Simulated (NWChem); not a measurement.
Everything below was run with NWChem. System: F3S (+1), charge 1, spin multiplicity 1, optimised in this run. The structure started from a generated list of species. Level: PBE0/def2-SVP.

Job file:

```
start mol
memory heap 200 mb stack 900 mb global 1100 mb
charge 1
geometry units angstroms
  F     -0.703183     0.236177     1.183358
  S      0.037366    -0.487007     0.000000
  F     -0.703183     0.236177    -1.183358
  F      1.339938     0.393437     0.000000
  symmetry group Cs
end
basis spherical
  * library def2-svp
end
dft
  xc pbe0
  semidirect memsize 60000000 filesize 0
  iterations 100
end
driver
  maxiter 80
end
task dft optimize
task dft freq
```

Output (cleaned and shortened):

```
             Northwest Computational Chemistry Package (NWChem) 7.3.0
             --------------------------------------------------------

                                NWChem Input Module
                                -------------------

 Scaling coordinates for geometry "geometry" by  1.889725989
 (inverse scale =  0.529177249)

 Turning off AUTOSYM since
 SYMMETRY directive was detected!

          ------
          auto-z
          ------
  Looking for out-of-plane bends

                             Geometry "geometry" -> ""
                             -------------------------

 Output coordinates in angstroms (scale by  1.889725989 to convert to a.u.)

  No.       Tag          Charge          X              Y              Z
 ---- ---------------- ---------- -------------- -------------- --------------
    1 F                    9.0000    -0.70318309     0.23617684     1.18335800
    2 S                   16.0000     0.03736591    -0.48700716     0.00000000
    3 F                    9.0000    -0.70318309     0.23617684    -1.18335800
    4 F                    9.0000     1.33993791     0.39343684     0.00000000

 Effective nuclear repulsion energy (a.u.)     199.7439471272

            Nuclear Dipole moment (a.u.)
            ----------------------------
        X                 Y               Z
 ---------------- ---------------- ----------------
    -0.0000000000     0.0000000000     0.0000000000

      Symmetry information
      --------------------

 Group name             Cs
 Group number              2
 Group order               2
 No. of unique centers     3

      Symmetry unique atoms

     1    2    4


 Summary of "ao basis" -> "" (spherical)
 ------------------------------------------------------------------------------
       Tag                 Description            Shells   Functions and Types
 ---------------- ------------------------------  ------  ---------------------
 *                          def2-svp                  on all atoms

                           NWChem Geometry Optimization
                           ----------------------------

 maximum gradient threshold         (gmax) =   0.000450
 rms gradient threshold             (grms) =   0.000300
 maximum cartesian step threshold   (xmax) =   0.001800
 rms cartesian step threshold       (xrms) =   0.001200
 fixed trust radius                (trust) =   0.300000
 maximum step size to saddle      (sadstp) =   0.100000
 energy precision                  (eprec) =   5.0D-06
 maximum number of steps          (nptopt) =   80
 initial hessian option           (inhess) =    0
 line search option               (linopt) =    1
 hessian update option            (modupd) =    1
 saddle point option              (modsad) =    0
 initial eigen-mode to follow     (moddir) =    0
 initial variable to follow       (vardir) =    0
 follow first negative mode     (firstneg) =    T
 apply conjugacy                    (opcg) =    F
 source of zmatrix                         =   autoz

          -------------------
          Energy Minimization
          -------------------

 Names of Z-matrix variables
    1              2              3              4              5
    6

 Variables with the same non-blank name are constrained to be equal

 Using diagonal initial Hessian
 Scaling for Hessian diagonals: bonds = 1.00  angles = 0.25  torsions = 0.10

          --------
          Step   0
          --------

                         Geometry "geometry" -> "geometry"
                         ---------------------------------

 Output coordinates in angstroms (scale by  1.889725989 to convert to a.u.)

  No.       Tag          Charge          X              Y              Z
 ---- ---------------- ---------- -------------- -------------- --------------
    1 F                    9.0000    -0.70318309     0.23617684     1.18335800
    2 S                   16.0000     0.03736591    -0.48700716     0.00000000
    3 F                    9.0000    -0.70318309     0.23617684    -1.18335800
    4 F                    9.0000     1.33993791     0.39343684     0.00000000

 Effective nuclear repulsion energy (a.u.)     199.7439471272

            Nuclear Dipole moment (a.u.)
            ----------------------------
        X                 Y               Z
 ---------------- ---------------- ----------------
    -0.0000000000     0.0000000000     0.0000000000

      Symmetry information
      --------------------

 Group name             Cs
 Group number              2
 Group order               2
 No. of unique centers     3

      Symmetry unique atoms

     1    2    4

                                 NWChem DFT Module
                                 -----------------

 Summary of "ao basis" -> "ao basis" (spherical)
 ------------------------------------------------------------------------------
       Tag                 Description            Shells   Functions and Types
 ---------------- ------------------------------  ------  ---------------------
 F                          def2-svp                 6       14   3s2p1d
 S                          def2-svp                 8       18   4s3p1d

 Summary of "ao basis" -> "ao basis" (spherical)
 ------------------------------------------------------------------------------
       Tag                 Description            Shells   Functions and Types
 ---------------- ------------------------------  ------  ---------------------
 F                          def2-svp                 6       14   3s2p1d
 S                          def2-svp                 8       18   4s3p1d

      Symmetry analysis of basis
[...]
 ---------------------------- Atom information ----------------------------
     atom    #        X              Y              Z            mass
 --------------------------------------------------------------------------
    F        1 -1.3102561D+00  4.2301225D-01  2.2066146D+00  1.8998400D+01
    S        2  6.5159751D-02 -8.4642974D-01  0.0000000D+00  3.1972070D+01
    F        3 -1.3102561D+00  4.2301225D-01 -2.2066146D+00  1.8998400D+01
    F        4  2.5004326D+00  7.1620198D-01  0.0000000D+00  1.8998400D+01
 --------------------------------------------------------------------------

          ----------------------------------------------------
          MASS-WEIGHTED NUCLEAR HESSIAN (Hartree/Bohr/Bohr/Kamu)
          ----------------------------------------------------

               1            2            3            4            5            6            7            8            9           10
   ----- ----- ----- ----- -----
    1    7.10117D+00
    2   -4.21834D+00  5.86760D+00
    3   -7.83183D+00  6.80292D+00  1.48629D+01
    4   -4.83647D+00  3.96359D+00  5.20449D+00  1.63575D+01
    5    3.21973D+00 -6.34295D+00 -4.91925D+00  3.39402D-02  1.59221D+01
    6    5.30324D+00 -6.20371D+00 -9.85205D+00 -8.35061D-06  1.07674D-05  1.63601D+01
    7    5.29921D-01 -4.36031D-01  3.69210D-01 -4.83647D+00  3.21976D+00 -5.30328D+00  7.10111D+00
    8   -4.35978D-01  1.14156D+00 -5.30391D-01  3.96360D+00 -6.34295D+00  6.20390D+00 -4.21830D+00  5.86754D+00
    9   -3.69191D-01  5.30269D-01 -1.94600D+00 -5.20446D+00  4.91931D+00 -9.85206D+00  7.83179D+00 -6.80288D+00  1.48628D+01
   10   -1.35718D+00 -4.87527D-01  7.11057D-01 -1.15460D+01 -6.48348D+00  3.23836D-06 -1.35718D+00 -4.87529D-01 -7.11060D-01  1.76923D+01
   11    4.77430D-01  1.21902D+00  1.08910D-01 -7.97114D+00 -7.96810D+00  2.04355D-06  4.77430D-01  1.21902D+00 -1.08912D-01  9.38581D+00
   12    1.32135D+00  7.14635D-01 -1.36400D-01 -1.01606D-07 -1.03398D-07 -1.51781D+00 -1.32135D+00 -7.14635D-01 -1.36400D-01  6.47371D-08

              11           12
   ----- ----- ----- ----- -----
   11    7.89841D+00
   12    2.21016D-07  2.24140D+00


 ----------------------------------------------------------------------------
 Normal Eigenvalue ||         Derivative Dipole Moments (debye/angs)
  Mode   [cm**-1]  ||      [d/dqX]             [d/dqY]           [d/dqZ]
 ------ ---------- || ------------------ ------------------ -----------------
    1        1.460 ||       0.171               0.428            -0.187
    2        1.489 ||      -0.442               0.160            -0.114
    3        2.317 ||      -0.035               0.224             0.418
    4        5.351 ||      -0.003              -0.001            -0.066
    5        7.231 ||       0.289               0.036             0.124
    6        7.436 ||      -0.136              -0.000             0.294
    7      369.365 ||       0.128               0.010            -0.462
    8      369.366 ||      -0.461              -0.035            -0.129
    9      511.539 ||      -0.073               0.948             0.000
   10      983.453 ||       0.113              -1.452            -0.000
   11      997.430 ||       0.039               0.003             2.060
   12      997.439 ||      -2.054              -0.159             0.040
 ----------------------------------------------------------------------------

 ----------------------------------------------------------------------------
 Normal Eigenvalue ||                 Infra Red Intensities
  Mode   [cm**-1]  || [atomic units] [(debye/angs)**2] [(KM/mol)] [arbitrary]
 ------ ---------- || -------------- ----------------- ---------- -----------
    1        1.460 ||    0.010704           0.247        10.435       2.299
    2        1.489 ||    0.010150           0.234         9.894       2.180
    3        2.317 ||    0.009788           0.226         9.542       2.102
    4        5.351 ||    0.000187           0.004         0.182       0.040
    5        7.231 ||    0.004356           0.100         4.246       0.935
    6        7.436 ||    0.004560           0.105         4.445       0.979
    7      369.365 ||    0.009968           0.230         9.717       2.141
    8      369.366 ||    0.009968           0.230         9.717       2.141
    9      511.539 ||    0.039210           0.905        38.224       8.421
   10      983.453 ||    0.091965           2.122        89.652      19.751
   11      997.430 ||    0.183942           4.244       179.316      39.504
   12      997.439 ||    0.183961           4.244       179.334      39.508
 ----------------------------------------------------------------------------

        Vibrational analysis via the FX method
  --- with translations and rotations projected out ---
  --- via the Eckart algorithm                      ---
 Projected Nuclear Hessian trans-rot subspace norm:9.2873D-33
                         (should be close to zero!)

          --------------------------------------------------------
          MASS-WEIGHTED PROJECTED HESSIAN (Hartree/Bohr/Bohr/Kamu)
          --------------------------------------------------------

               1            2            3            4            5            6            7            8            9           10
   ----- ----- ----- ----- -----
    1    7.10092D+00
    2   -4.21859D+00  5.86758D+00
    3   -7.83204D+00  6.80350D+00  1.48628D+01
    4   -4.83632D+00  3.96431D+00  5.20447D+00  1.63562D+01
    5    3.21976D+00 -6.34305D+00 -4.91924D+00  3.38416D-02  1.59217D+01
    6    5.30337D+00 -6.20506D+00 -9.85192D+00  6.82682D-06 -2.59321D-05  1.63587D+01
    7    5.30274D-01 -4.36297D-01  3.69430D-01 -4.83631D+00  3.21979D+00 -5.30338D+00  7.10090D+00
    8   -4.36290D-01  1.14172D+00 -5.30886D-01  3.96432D+00 -6.34306D+00  6.20508D+00 -4.21861D+00  5.86760D+00
    9   -3.69412D-01  5.30861D-01 -1.94610D+00 -5.20447D+00  4.91928D+00 -9.85190D+00  7.83202D+00 -6.80351D+00  1.48627D+01
   10   -1.35722D+00 -4.87853D-01  7.11063D-01 -1.15457D+01 -6.48345D+00 -6.40230D-07 -1.35722D+00 -4.87853D-01 -7.11058D-01  1.76922D+01
   11    4.78022D-01  1.21927D+00  1.08913D-01 -7.97253D+00 -7.96842D+00  9.14266D-06  4.78003D-01  1.21928D+00 -1.08932D-01  9.38642D+00
   12    1.32161D+00  7.15209D-01 -1.36193D-01 -9.08542D-06 -6.53723D-06 -1.51767D+00 -1.32159D+00 -7.15208D-01 -1.36180D-01 -3.74117D-06

              11           12
   ----- ----- ----- ----- -----
   11    7.89856D+00
   12    6.69935D-06  2.24118D+00

 center of mass
 --------------
 x =  -0.00222587 y =   0.02942310 z =   0.00000000

 moments of inertia (a.u.)
 ------------------
         224.385462412998         -11.205188088768           0.000000000000
         -11.205188088768         369.160259218132           0.000000000000
           0.000000000000           0.000000000000         223.521632325971

 Rotational Constants
 --------------------
 A=   0.269326 cm-1  (  0.387491 K)
 B=   0.269324 cm-1  (  0.387488 K)
 C=   0.162693 cm-1  (  0.234074 K)

 Temperature                      =   298.15K
 frequency scaling parameter      =   1.0000

 Zero-Point correction to Energy  =    6.042 kcal/mol  (  0.009629 au)
 Thermal correction to Energy     =    8.452 kcal/mol  (  0.013470 au)
 Thermal correction to Enthalpy   =    9.045 kcal/mol  (  0.014414 au)

 Total Entropy                    =   66.852 cal/mol-K
   - Translational                =   39.352 cal/mol-K (mol. weight =  88.9673)
   - Rotational                   =   24.418 cal/mol-K (symmetry #  =        1)
   - Vibrational                  =    3.082 cal/mol-K

 Cv (constant volume heat capacity) =   11.407 cal/mol-K
   - Translational                  =    2.979 cal/mol-K
   - Rotational                     =    2.979 cal/mol-K
   - Vibrational                    =    5.448 cal/mol-K


 ----------------------------------------------------------------------------
 Normal Eigenvalue ||    Projected Derivative Dipole Moments (debye/angs)
  Mode   [cm**-1]  ||      [d/dqX]             [d/dqY]           [d/dqZ]
 ------ ---------- || ------------------ ------------------ -----------------
    1       -0.000 ||      -0.115               0.278            -0.269
    2       -0.000 ||       0.202               0.163            -0.071
    3       -0.000 ||      -0.213               0.246             0.350
    4        0.000 ||       0.420              -0.027             0.083
    5        0.000 ||       0.082               0.030             0.349
    6        0.000 ||       0.214               0.306            -0.026
    7      369.371 ||      -0.269              -0.021             0.397
    8      369.372 ||      -0.395              -0.030            -0.269
    9      511.541 ||      -0.073               0.948             0.000
   10      983.455 ||       0.113              -1.452            -0.000
   11      997.438 ||       0.036               0.003             2.060
   12      997.446 ||      -2.054              -0.159             0.036
 ----------------------------------------------------------------------------

 ----------------------------------------------------------------------------
 Normal Eigenvalue ||           Projected Infra Red Intensities
  Mode   [cm**-1]  || [atomic units] [(debye/angs)**2] [(KM/mol)] [arbitrary]
 ------ ---------- || -------------- ----------------- ---------- -----------
    1       -0.000 ||    0.007056           0.163         6.878       1.515
    2       -0.000 ||    0.003144           0.073         3.065       0.675
    3       -0.000 ||    0.009904           0.228         9.655       2.127
    4        0.000 ||    0.007974           0.184         7.773       1.712
    5        0.000 ||    0.005601           0.129         5.460       1.203
    6        0.000 ||    0.006079           0.140         5.926       1.306
    7      369.371 ||    0.009964           0.230         9.714       2.140
    8      369.372 ||    0.009964           0.230         9.714       2.140
    9      511.541 ||    0.039209           0.905        38.222       8.421
   10      983.455 ||    0.091965           2.122        89.652      19.751
   11      997.438 ||    0.183939           4.244       179.313      39.503
   12      997.446 ||    0.183959           4.244       179.332      39.507
 ----------------------------------------------------------------------------

 Task  times  cpu:       31.1s     wall:       31.1s

 Total times  cpu:       39.0s     wall:       39.0s
```
